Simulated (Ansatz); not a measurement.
Geometry optimisation of `[SiH3]CC(Cl)Cl`.

```yaml
crystal:
  periodic: [false, false, false]
  atoms:
    - {symbol: Si, position_ang: [-0.770122, -0.162637, 1.339143]}
    - {symbol: C, position_ang: [0.607164, -0.351742, 0.025320]}
    - {symbol: C, position_ang: [0.299656, 0.286648, -1.312972]}
    - {symbol: Cl, position_ang: [1.664216, 0.068251, -2.476660]}
    - {symbol: Cl, position_ang: [-0.084407, 2.043496, -1.121972]}
    - {symbol: H, position_ang: [-0.783404, 1.210697, 1.944261]}
    - {symbol: H, position_ang: [-2.109191, -0.455420, 0.714730]}
    - {symbol: H, position_ang: [-0.508529, -1.174226, 2.423645]}
    - {symbol: H, position_ang: [1.550643, 0.072376, 0.428895]}
    - {symbol: H, position_ang: [0.786078, -1.436039, -0.140235]}
    - {symbol: H, position_ang: [-0.586704, -0.158504, -1.803456]}
basis:
  gaussian: {orbitals: def2-TZVP}
hamiltonian: {xc: pbe0, dispersion: d4}
relax: {f_tol: 0.005, max_steps: 150}
```

```sh
$ ansatz run in.yaml --threads 4 --pin off --events-out ev --progress --plain --max-ram 10444MiB
```

Output, abridged:

```
Functional definition: PBE0
mean field -35082.32446978 eV, -1289.2516446110 hartree, gradient 2.3e-5 eV, S^2 0.000000; 0 other end points of the search recorded, 0 dependent functions left out
relax step   1: F+E_penalty+E_count = -35082.57902201 eV  Δ(F+E_penalty+E_count) = +0.000e0 eV  max|allowed force component| = 5.841e-1 eV/Å  Δτ_max = 0.0000 Å  (28 SCF iters, accepted)
mean field -35082.36497720 eV, -1289.2531332311 hartree, gradient 1.0e-5 eV, S^2 0.000000; 0 other end points of the search recorded, 0 dependent functions left out
relax step   2: F+E_penalty+E_count = -35082.62112959 eV  Δ(F+E_penalty+E_count) = -4.211e-2 eV  max|allowed force component| = 2.871e-1 eV/Å  Δτ_max = 0.0288 Å  (32 SCF iters, accepted)
mean field -35082.37068554 eV, -1289.2533430085 hartree, gradient 1.0e-5 eV, S^2 0.000000; 0 other end points of the search recorded, 0 dependent functions left out
relax step   3: F+E_penalty+E_count = -35082.62750087 eV  Δ(F+E_penalty+E_count) = -6.371e-3 eV  max|allowed force component| = 8.121e-2 eV/Å  Δτ_max = 0.0222 Å  (32 SCF iters, accepted)
mean field -35082.37109456 eV, -1289.2533580397 hartree, gradient 1.0e-5 eV, S^2 0.000000; 0 other end points of the search recorded, 0 dependent functions left out
relax step   4: F+E_penalty+E_count = -35082.62802140 eV  Δ(F+E_penalty+E_count) = -5.205e-4 eV  max|allowed force component| = 3.236e-2 eV/Å  Δτ_max = 0.0084 Å  (33 SCF iters, accepted)
mean field -35082.37134240 eV, -1289.2533671479 hartree, gradient 1.0e-5 eV, S^2 0.000000; 0 other end points of the search recorded, 0 dependent functions left out
relax step   5: F+E_penalty+E_count = -35082.62812513 eV  Δ(F+E_penalty+E_count) = -1.037e-4 eV  max|allowed force component| = 2.236e-2 eV/Å  Δτ_max = 0.0167 Å  (32 SCF iters, accepted)
mean field -35082.37125510 eV, -1289.2533639395 hartree, gradient 1.0e-5 eV, S^2 0.000000; 0 other end points of the search recorded, 0 dependent functions left out
relax step   6: F+E_penalty+E_count = -35082.62813300 eV  Δ(F+E_penalty+E_count) = -7.876e-6 eV  max|allowed force component| = 2.158e-2 eV/Å  Δτ_max = 0.0047 Å  (33 SCF iters, accepted)
mean field -35082.37132007 eV, -1289.2533663271 hartree, gradient 1.0e-5 eV, S^2 0.000000; 0 other end points of the search recorded, 0 dependent functions left out
relax step   7: F+E_penalty+E_count = -35082.62818668 eV  Δ(F+E_penalty+E_count) = -5.368e-5 eV  max|allowed force component| = 4.739e-3 eV/Å  Δτ_max = 0.0029 Å  (34 SCF iters, accepted)
mean field -35082.37132007 eV, -1289.2533663271 hartree, gradient 1.0e-5 eV, S^2 0.000000; 1 other end points of the search recorded, 0 dependent functions left out
Total energy: -35082.62822021 eV, -1289.2628072334 hartree
Atom 0 at    -0.762559    -0.168158     1.323738 Å, force    -0.004341    -0.000710    -0.001682 eV/Å
Atom 1 at     0.613355    -0.337731     0.036228 Å, force     0.004739     0.000331    -0.003285 eV/Å
Atom 2 at     0.291411     0.285890    -1.294589 Å, force    -0.003932     0.000056     0.001931 eV/Å
Atom 3 at     1.608629     0.038885    -2.469434 Å, force     0.000387     0.000666     0.001024 eV/Å
Atom 4 at    -0.051090     2.024268    -1.126837 Å, force     0.000941    -0.003097     0.000539 eV/Å
Atom 5 at    -0.785381     1.182287     1.933634 Å, force     0.001302    -0.000164    -0.000317 eV/Å
Atom 6 at    -2.073836    -0.446850     0.679538 Å, force    -0.001288     0.000874     0.000108 eV/Å
Atom 7 at    -0.520035    -1.179596     2.385685 Å, force     0.001043     0.000092    -0.000017 eV/Å
Atom 8 at     1.536463     0.096096     0.430083 Å, force     0.002604     0.001060     0.000950 eV/Å
Atom 9 at     0.803355    -1.403473    -0.126214 Å, force    -0.001311     0.001118     0.000479 eV/Å
Atom 10 at    -0.594910    -0.148717    -1.751133 Å, force    -0.000143    -0.000226     0.000270 eV/Å
Dipole moment:    -0.089413    -0.279144     0.199235 e Å
```

Run time 32 s (4 threads of an Arm Neoverse V1 on a shared host); peak host memory 0.64 GiB.
